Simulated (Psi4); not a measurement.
F$_{3}$Ga, charge +1, doublet, at a GFN2-xTB geometry (such geometries of metal compounds can be far from the true shape) (a state made from the parent by changing its charge; the spin is typed, not shown lowest); Psi4 1.11 with B3LYP/STO-3G.

The Psi4 input:
```
memory 2 GB

molecule mol {
1 2
  Ga   -0.000030   -0.011980    0.005142
  F    -1.554950   -0.934156    0.039011
  F     0.004128    1.653790   -0.709779
  F     1.550925   -0.678370    0.653059
}

set basis sto-3g
set reference uks

energy('b3lyp')
print_variables()
```

Problem. Write the output that Psi4 gives for this input, abridged.

Solution. 
```
   => Loading Basis Set <=

    Name: STO-3G
    Role: ORBITAL
    Keyword: BASIS

         ---------------------------------------------------------
                                   SCF
               by Justin Turney, Rob Parrish, Andy Simmonett
                          and Daniel G. A. Smith
                              UKS Reference
         ---------------------------------------------------------

  ==> Geometry <==

    Molecular point group: c1
    Full point group: C1

    Geometry (in Angstrom), charge = 1, multiplicity = 2:

       Center              X                  Y                   Z               Mass
    ------------   -----------------  -----------------  -----------------  -----------------
         GA          -0.000029119036    -0.011648217895     0.004999270763    68.925573500000
         F           -1.554949119036    -0.933824217895     0.038868270763    18.998403162730
         F            0.004128880964     1.654121782105    -0.709921729237    18.998403162730
         F            1.550925880964    -0.678038217895     0.652916270763    18.998403162730

  Running in c1 symmetry.

  Rotational constants: A =      0.18567  B =      0.17590  C =      0.09033 [cm^-1]
  Rotational constants: A =   5566.19758  B =   5273.32473  C =   2707.90230 [MHz]
  Nuclear repulsion =  285.790392677699060

  Charge       = 1
  Multiplicity = 2
  Electrons    = 57
  Nalpha       = 29
  Nbeta        = 28

  ==> Algorithm <==

  SCF Algorithm Type is DF.
  DIIS enabled.
  MOM disabled.
  Fractional occupation disabled.
  Guess Type is SAD.
  Energy threshold   = 1.00e-06
  Density threshold  = 1.00e-06
  Integral threshold = 1.00e-12

  ==> Primary Basis <==

  Basis Set: STO-3G
    Blend: STO-3G
    Number of shells: 17
    Number of basis functions: 33
    Number of Cartesian functions: 34
    Spherical Harmonics?: true
    Max angular momentum: 2

  ==> DFT Potential <==

   => LibXC <=

    Version 7.1.2
    S. Lehtola, C. Steigemann, M. J. T. Oliveira, and M. A. L. Marques,  SoftwareX 7, 1–5 (2018) (10.1016/j.softx.2017.11.002)

   => Composite Functional: B3LYP <=

    B3LYP Hyb-GGA Exchange-Correlation Functional

    P. J. Stephens, F. J. Devlin, C. F. Chabalowski, and M. J. Frisch,  J. Phys. Chem. 98, 11623 (1994) (10.1021/j100096a001)

    Deriv               =              1
    GGA                 =           TRUE
    Meta                =          FALSE

    Exchange Hybrid     =           TRUE
    MP2 Hybrid          =          FALSE

   => Exchange Functionals <=

    0.0800   Slater exchange
    0.7200         Becke 88

   => Exact (HF) Exchange <=

    0.2000               HF

   => Correlation Functionals <=

    0.1900   Vosko, Wilk & Nusair (VWN5_RPA)
    0.8100   Lee, Yang & Parr

   => LibXC Density Thresholds  <==

    XC_HYB_GGA_XC_B3LYP:  1.00E-15

   => Molecular Quadrature <=

    Radial Scheme          =       TREUTLER
    Pruning Scheme         =           NONE
    Nuclear Scheme         =       TREUTLER

    Blocking Scheme        =         OCTREE
    BS radius alpha        =              1
    Pruning alpha          =              1
    Radial Points          =             75
    Spherical Points       =            302
    Total Points           =          85626
    Total Blocks           =            710
    Max Points             =            256
    Max Functions          =             31
    Weights Tolerance      =       1.00E-15

   => Loading Basis Set <=

    Name: (STO-3G AUX)
    Role: JKFIT
    Keyword: DF_BASIS_SCF

  ==> Integral Setup <==

  SCF_SUBTYPE=INCORE selected. In-core MEM_DF algorithm will be used.
  Using in-core AOs.

  ==> MemDFJK: Density-Fitted J/K Matrices <==

    J tasked:                   Yes
    K tasked:                   Yes
    wK tasked:                   No
    Algorithm:                 Core
    Schwarz Cutoff:           1E-12
    Mask sparsity (%):       3.3058
    Fitting Condition:        1E-10

   => Auxiliary Basis Set <=

  Basis Set: (STO-3G AUX)
    Blend: DEF2-UNIVERSAL-JKFIT
    Number of shells: 135
    Number of basis functions: 497
    Number of Cartesian functions: 650
    Spherical Harmonics?: true
    Max angular momentum: 5

  Minimum eigenvalue in the overlap matrix is 4.4480578875E-01.
  Reciprocal condition number of the overlap matrix is 2.7758556777E-01.
    Using symmetric orthogonalization.

  ==> Pre-Iterations <==

  SCF Guess: Superposition of Atomic Densities via on-the-fly atomic UHF (no occupation information).

   -------------------------
    Irrep   Nso     Nmo
   -------------------------
     A         33      33
   -------------------------
    Total      33      33
   -------------------------

  ==> Iterations <==

                           Total Energy        Delta E     RMS |[F,P]|

   @DF-UKS iter SAD: -2195.01032035723938   -2.19501e+03   0.00000e+00
   @DF-UKS iter   1: -2196.05754000709112   -1.04722e+00   3.08269e-02 ADIIS/DIIS
   @DF-UKS iter   2: -2166.23668825966797    2.98209e+01   4.50588e-02 ADIIS/DIIS
   @DF-UKS iter   3: -2196.84769867728392   -3.06110e+01   1.22462e-02 ADIIS/DIIS
   @DF-UKS iter   4: -2196.34052366536253    5.07175e-01   2.94065e-02 ADIIS/DIIS
   @DF-UKS iter   5: -2196.78161822406582   -4.41095e-01   1.45922e-02 ADIIS/DIIS
   @DF-UKS iter   6: -2196.64270750110882    1.38911e-01   1.98087e-02 ADIIS/DIIS
   @DF-UKS iter   7: -2196.67086067022365   -2.81532e-02   1.90484e-02 ADIIS/DIIS
   @DF-UKS iter   8: -2196.74884484342601   -7.79842e-02   1.55802e-02 ADIIS/DIIS
   @DF-UKS iter   9: -2196.73343645747536    1.54084e-02   1.60191e-02 ADIIS/DIIS
   @DF-UKS iter  10: -2196.73285516234091    5.81295e-04   1.63249e-02 ADIIS/DIIS
   @DF-UKS iter  11: -2196.75242485273566   -1.95697e-02   1.53902e-02 ADIIS/DIIS
   @DF-UKS iter  12: -2196.75326414942765   -8.39297e-04   1.56410e-02 ADIIS/DIIS
   @DF-UKS iter  13: -2183.68582008078920    1.30674e+01   1.46537e-01 ADIIS
[...]
   @DF-UKS iter  30: -2197.07041316784171   -2.06641e-02   5.88963e-03 ADIIS/DIIS
   @DF-UKS iter  31: -2197.02753667841944    4.28765e-02   8.90017e-03 ADIIS/DIIS
   @DF-UKS iter  32: -2197.06766515904792   -4.01285e-02   6.03239e-03 ADIIS/DIIS
   @DF-UKS iter  33: -2197.07990786488608   -1.22427e-02   4.36004e-03 ADIIS/DIIS
   @DF-UKS iter  34: -2197.09908085787629   -1.91730e-02   2.36518e-03 ADIIS/DIIS
   @DF-UKS iter  35: -2197.11040833294510   -1.13275e-02   1.35896e-03 ADIIS/DIIS
   @DF-UKS iter  36: -2197.10285152959614    7.55680e-03   2.78421e-03 ADIIS/DIIS
   @DF-UKS iter  37: -2197.09922626583239    3.62526e-03   4.35128e-03 ADIIS/DIIS
   @DF-UKS iter  38: -2197.10266393000347   -3.43766e-03   3.91905e-03 ADIIS/DIIS
   @DF-UKS iter  39: -2197.10876682307935   -6.10289e-03   2.96308e-03 ADIIS/DIIS
   @DF-UKS iter  40: -2197.10690621966751    1.86060e-03   3.30108e-03 ADIIS/DIIS
   @DF-UKS iter  41: -2197.10909446060623   -2.18824e-03   2.89826e-03 ADIIS/DIIS
   @DF-UKS iter  42: -2197.11608946478009   -6.99500e-03   6.07228e-04 ADIIS/DIIS
   @DF-UKS iter  43: -2197.11640248155572   -3.13017e-04   1.26304e-04 ADIIS/DIIS
   @DF-UKS iter  44: -2197.11641475315582   -1.22716e-05   1.12908e-04 ADIIS/DIIS
   @DF-UKS iter  45: -2197.11642854029378   -1.37871e-05   5.63556e-05 DIIS
   @DF-UKS iter  46: -2197.11642994055228   -1.40026e-06   5.56297e-05 DIIS
   @DF-UKS iter  47: -2197.11641860191776    1.13386e-05   4.61443e-05 DIIS
   @DF-UKS iter  48: -2197.11641220337515    6.39854e-06   1.24234e-05 DIIS
   @DF-UKS iter  49: -2197.11641158649991    6.16875e-07   4.06992e-06 DIIS
   @DF-UKS iter  50: -2197.11641179316803   -2.06668e-07   5.59814e-06 DIIS
   @DF-UKS iter  51: -2197.11641160053932    1.92629e-07   7.45589e-06 DIIS
   @DF-UKS iter  52: -2197.11641133714738    2.63392e-07   2.46602e-06 DIIS
   @DF-UKS iter  53: -2197.11641136953585   -3.23885e-08   2.12664e-06 DIIS
   @DF-UKS iter  54: -2197.11641140978099   -4.02451e-08   1.98836e-06 DIIS
   @DF-UKS iter  55: -2197.11641137922288    3.05581e-08   1.93491e-06 DIIS
   @DF-UKS iter  56: -2197.11641124699190    1.32231e-07   2.41132e-06 DIIS
   @DF-UKS iter  57: -2197.11641154743393   -3.00442e-07   2.33249e-06 DIIS
   @DF-UKS iter  58: -2197.11641266188190   -1.11445e-06   3.38583e-06 DIIS
   @DF-UKS iter  59: -2197.11641324871925   -5.86837e-07   4.27931e-06 DIIS
   @DF-UKS iter  60: -2197.11641371046244   -4.61743e-07   2.12663e-06 DIIS
   @DF-UKS iter  61: -2197.11641476103250   -1.05057e-06   1.26644e-05 DIIS
   @DF-UKS iter  62: -2197.11641478381625   -2.27838e-08   1.17119e-05 DIIS
   @DF-UKS iter  63: -2197.11641492593481   -1.42119e-07   1.14904e-05 DIIS
   @DF-UKS iter  64: -2197.11641502244584   -9.65110e-08   1.06264e-05 DIIS
   @DF-UKS iter  65: -2197.11641515089786   -1.28452e-07   2.78201e-06 DIIS
   @DF-UKS iter  66: -2197.11641520360627   -5.27084e-08   6.38608e-06 DIIS
   @DF-UKS iter  67: -2197.11641520810417   -4.49791e-09   5.53595e-06 DIIS
   @DF-UKS iter  68: -2197.11641519017894    1.79252e-08   3.42937e-06 DIIS
   @DF-UKS iter  69: -2197.11641520043759   -1.02586e-08   2.19727e-06 DIIS
   @DF-UKS iter  70: -2197.11641515052088    4.99167e-08   1.67967e-06 DIIS
   @DF-UKS iter  71: -2197.11641520160219   -5.10813e-08   7.20353e-07 DIIS
  Energy and wave function converged.

  ==> Post-Iterations <==

   Electrons on quadrature grid:
      Nalpha   =   29.0000433552 ; deviation = 4.336e-05
      Nbeta    =   28.0000395270 ; deviation = 3.953e-05
      Ntotal   =   57.0000828822 ; deviation = 8.288e-05

   @Spin Contamination Metric:   7.113064892E-03
   @S^2 Expected:                7.500000000E-01
   @S^2 Observed:                7.571130649E-01
   @S   Expected:                5.000000000E-01
   @S   Observed:                5.000000000E-01

    Orbital Energies [Eh]
    ---------------------

    Alpha Occupied:

[...]
    Alpha Virtual:

[...]
      33A     -0.076757

    Beta Occupied:

[...]
      28A     -0.512959

    Beta Virtual:

[...]
    Final Occupation by Irrep:
              A
    DOCC [    28 ]
    SOCC [     1 ]
    NA   [    29 ]
    NB   [    28 ]

  @DF-UKS Final Energy: -2197.11641520160219

   => Energetics <=

    Nuclear Repulsion Energy =            285.7903926776990602
    One-Electron Energy =               -3621.7441790064603993
    Two-Electron Energy =                1224.2467013121038235
    DFT Exchange-Correlation Energy =     -85.4093301849443378
    Empirical Dispersion Energy =           0.0000000000000000
    VV10 Nonlocal Energy =                  0.0000000000000000
    Total Energy =                      -2197.1164152016017397

  UHF NO Occupations:
  HONO-2 :   27  A 1.9997499
  HONO-1 :   28  A 1.9967521
  HONO-0 :   29  A 1.0000000
  LUNO+0 :   30  A 0.0032479
  LUNO+1 :   31  A 0.0002501
  LUNO+2 :   32  A 0.0000385
  LUNO+3 :   33  A 0.0000253

Computation Completed

Properties will be evaluated at   0.000000,   0.000000,   0.000000 [a0]

Properties computed using the SCF density matrix

 Multipole Moments:

 ------------------------------------------------------------------------------------
     Multipole            Electronic (a.u.)      Nuclear  (a.u.)        Total (a.u.)
 ------------------------------------------------------------------------------------

 L = 1.  Multiply by 2.5417464519 to convert [e a0] to [Debye]
 Dipole X            :          0.0003523            0.0000909            0.0004432
 Dipole Y            :         -0.2089350            0.0363571           -0.1725779
 Dipole Z            :          0.0898612           -0.0156040            0.0742572
 Magnitude           :                                                    0.1878762

 ------------------------------------------------------------------------------------

  Variable Map:
  ----------------------------------------------------------------------------
[...]
  Array Variable Map:
  ----------------------------------------------------------------------------
[...]
[...]
```
